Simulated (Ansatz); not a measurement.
Born–Oppenheimer molecular dynamics of ClF2HOTi (6 atoms, charge 0, multiplicity 1). It starts from a relaxed structure.

Computed with RKS B3LYP-D4/def2-SVP in Ansatz 0.2.0.

```json
{
 "ensemble": "NVT, Langevin thermostat",
 "time step": "0.5 fs",
 "steps asked": "250",
 "set temperature": "300 K",
 "friction": "0.02 /fs",
 "temperature schedule": "62 steps to 300 K, then 188 steps to 10 K",
 "seed": "843721"
}
```

First frame:

```xyz
6
Properties=species:S:1:pos:R:3
Ti 0.040 -0.031 0.108
Cl 0.128 0.181 2.297
F 1.641 0.001 -0.572
F -0.904 1.282 -0.534
O -0.721 -1.553 -0.311
H -1.583 -1.986 -0.343
```

Q: How far do the bonds stretch over the last three quarters of this one trajectory? (Pairs bonded in most of those frames.)

A: 
```tsv
bond	mean (Å)	spread (Å)	shortest	longest
Ti1–Cl2	2.211	0.029	2.17	2.27
Ti1–F3	1.745	0.034	1.68	1.80
Ti1–F4	1.743	0.036	1.68	1.80
Ti1–O5	1.762	0.028	1.70	1.81
O5–H6	0.967	0.014	0.93	1.00
```

Mean temperature of the second half: 186 K. The schedule's set-point averaged 106 K over the second half and the system 186 K, so it lags behind the ramp. A run of 0.12 ps of so small a system gives no equilibrium averages.

The run took 12 min on 2 threads of AMD EPYC 7R43 64-Core Processor (Zen 3), on a shared host, peak memory 0.24 GiB.
